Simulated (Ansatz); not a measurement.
Program: Ansatz. Geometries: PBE0-D4/def2-TZVP. ΔE: electronic, gas phase. CCSD(T)/CBS is the MP2 limit (def2-TZVPP, def2-QZVPP) plus CCSD(T) − MP2 in def2-TZVPP, frozen cores. This one scheme is used for every species. Functionals use def2-TZVPP. B3LYP here is the variant with VWN-RPA as its local correlation; programs differ in this. HSE06 is defined as in plane-wave codes. def2 core potentials past Kr. For I outer-core shells are correlated without core-valence functions, which leaves a few kJ/mol of doubt a bond.

`[Al][I]` + HCl → `[Al][Cl]` + HI  (ligand exchange at the Al–I bond)

`[Al][I]`:

Cartesian coordinates in Å:
```
Al 0.864 -0.744 -0.572
I -0.864 0.744 0.572
```

HCl:

```xyz
2

Cl    0.352    0.316   -0.431
H    -0.352   -0.316    0.431
```

`[Al][Cl]`:

Cartesian coordinates in Å:
```
Al -0.781 0.627 -0.385
Cl 0.781 -0.627 0.385
```

HI:

Z-matrix (Å, degrees):
```
I
H 1 1.610
```

```tsv
level	ΔE (kJ/mol)	difference from CCSD(T)/CBS
LDA (SPW92)	-7.7	-0.5
PBE-D4	-5.6	1.6
revPBE-D4	-6.2	1.0
BLYP-D4	-11.9	-4.7
r2SCAN-D4	-8.6	-1.4
B97M-V	-19.6	-12.4
B3LYP-D4	-10.3	-3.1
r2SCAN0-D4	-6.3	0.9
HSE06-D4	-4.0	3.2
BHLYP-D4	-7.8	-0.6
CAM-B3LYP-D4	-15.0	-7.8
ωB97X-V	-13.4	-6.2
ωB97M-V	-12.0	-4.8
B2PLYP	-10.6	-3.4
PBE-QIDH	-5.0	2.2
PBE	-6.8	0.4
BLYP	-13.8	-6.6
r2SCAN	-8.7	-1.5
PBE0	-5.7	1.5
B3LYP	-12.4	-5.2
r2SCANh	-7.9	-0.7
r2SCAN0	-6.6	0.6
HSE06	-5.1	2.1
BHLYP	-11.8	-4.6
CAM-B3LYP	-16.3	-9.1
LC-ωPBE	-12.3	-5.1
RPA@PBE/def2-TZVPP	-12.7	-5.5
HF/def2-SVP	-10.8	-3.6
MP2/def2-SVP	-7.3	-0.1
CCSD(T)/def2-SVP	-10.7	-3.5
HF/def2-TZVPP	-9.8	-2.6
MP2/def2-TZVPP	-5.7	1.5
SCS-MP2/def2-TZVPP	-9.1	-1.9
CCSD/def2-TZVPP	-11.5	-4.3
HF/def2-QZVPP	-10.7	-3.5
MP2/def2-QZVPP	-4.3	2.9
SCS-MP2/def2-QZVPP	-8.0	-0.8
CCSD/def2-QZVPP	-11.1	-3.9
HF/CBS(def2)	-10.9	-3.7
MP2/CBS(def2)	-2.7	4.5
CCSD(T)/CBS	-7.2	0
```

Largest T1 diagnostic among the species: 0.011.

At CCSD(T), def2-SVP lies −3.5 kJ/mol from the extrapolated value and def2-TZVPP −3.0 kJ/mol. Leaving LDA and LC-ωPBE aside and taking each functional with its dispersion term where it has one, the values spread over 15.6 kJ/mol, from B97M-V to HSE06-D4.
